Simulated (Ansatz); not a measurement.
A structure relaxed at B3LYP/def2-TZVP in Ansatz, charge 0, singlet:

```tsv
atom	x (Å)	y (Å)	z (Å)
K1	-2.9131	0.2058	2.7519
K2	0.0659	1.9983	0.0002
K3	-0.0666	-2.0000	0.0005
K4	2.9138	-0.2040	-2.7525
```

Question: Give its formula.

Answer: the cluster K4.

Question: Summarise the bond lengths by kind (pairs closer than 1.2 times the sum of covalent radii, bridged metal pairs left out).

Answer: 5 × K–K 4.00 to 4.53 Å.

The restricted singlet is unstable towards broken spin symmetry in Hartree–Fock (as tested in another run); at B3LYP/def2-TZVP this wasn't settled. The structure comes from a short search, and lower isomers may exist.
